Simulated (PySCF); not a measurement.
This script is equivalent to a calculation on Sr⁺ (strontium, charge +1).

```python
from pyscf import gto, scf, dft, mp, cc
import basis_set_exchange as bse
mol = gto.M(atom="Sr 0 0 0", charge=1, spin=1, symmetry="D2h",
            basis=gto.basis.parse(bse.get_basis("x2c-SVPall", elements=["Sr"], fmt="nwchem", header=False)),
            nucmod="G")
mf = scf.UHF(mol).sfx2c1e()
mf.irrep_nelec = {'Ag': (7, 6), 'B1g': (1, 1), 'B2g': (1, 1), 'B3g': (1, 1), 'B1u': (3, 3), 'B2u': (3, 3), 'B3u': (3, 3)}
mf.kernel()
```

Q: What total energy does it give?

A: -3176.84871 hartree (calculated).

Q: Which occupied shell lies highest, and where?

A: 5s α, at -10.453 eV.

Q: What is ⟨S²⟩, and what would a pure spin state give?

A: 0.750, against 0.75.
